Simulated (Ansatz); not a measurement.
Problem. Name a neutral molecule of C, I, Si and H with LUMO energy (PBE/def2-TZVPP) between -1.95 and -1.65 eV and ideal-gas entropy at 298 K and 1 bar (rigid rotor, harmonic PBE0-D4/def2-TZVP) between 341 and 357 J/(mol·K) (Ansatz, PBE0-D4/def2-TZVP geometry).

Solution. `[SiH3]CCI` (-1.85 eV, 350 J/(mol·K)). Other molecules can fit too; these were computed, each in one conformer that needn't be the lowest.
